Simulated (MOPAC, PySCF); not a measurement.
C$_{2}$H$_{8}$B$_{2}$, SMILES `C(C)BB`, neutral singlet in the gas phase. 

Cartesian coordinates (Å):
SMILES: BBCC
```xyz
12

B      1.9233    -0.0535     0.4459
B      0.6211    -0.9784     0.0829
C     -0.8409    -0.5125    -0.2331
C     -1.1439     0.9879    -0.1990
H      2.6735     0.3514    -0.3944
H      2.2133     0.2268     1.5729
H      0.8115    -2.1683     0.0523
H     -1.0998    -0.9362    -1.2146
H     -1.5054    -1.0568     0.4534
H     -0.9384     1.4075     0.7883
H     -0.5260     1.5297    -0.9187
H     -2.1883     1.2024    -0.4359
```
Charge 0, spin multiplicity 1.

All levels are single points at this geometry (B3LYP-D3(BJ)/def2-TZVP); Pople sets use spherical d functions. Orbital energies aren't observables, and empty levels follow the basis.

SVWN5/6-31G* in PySCF gives dipole (D) = 0.86.

Problem. Estimate the dipole (D) from each of these levels: PBE-D3(BJ)/def2-TZVP in PySCF; ωB97X-D3(BJ)/def2-TZVP in PySCF; B3LYP/3-21G in PySCF; B3LYP/6-311+G** in PySCF; B3LYP/6-31G* in PySCF; BP86/6-31G* in PySCF; M06-2X/6-31G* in PySCF; PBE/6-31G* in PySCF; HF/6-31G* in PySCF; HF/STO-3G in PySCF; PM3 in MOPAC; PM7 in MOPAC.

Solution. 
```json
[
 {"level": "PBE-D3(BJ)/def2-TZVP in PySCF", "dipole (D)": "0.82"},
 {"level": "ωB97X-D3(BJ)/def2-TZVP in PySCF", "dipole (D)": "0.70"},
 {"level": "B3LYP/3-21G in PySCF", "dipole (D)": "0.76"},
 {"level": "B3LYP/6-311+G** in PySCF", "dipole (D)": "0.70"},
 {"level": "B3LYP/6-31G* in PySCF", "dipole (D)": "0.72"},
 {"level": "BP86/6-31G* in PySCF", "dipole (D)": "0.82"},
 {"level": "M06-2X/6-31G* in PySCF", "dipole (D)": "0.65"},
 {"level": "PBE/6-31G* in PySCF", "dipole (D)": "0.82"},
 {"level": "HF/6-31G* in PySCF", "dipole (D)": "0.55"},
 {"level": "HF/STO-3G in PySCF", "dipole (D)": "0.36"},
 {"level": "PM3 in MOPAC", "dipole (D)": "0.68"},
 {"level": "PM7 in MOPAC", "dipole (D)": "0.31"}
]
```
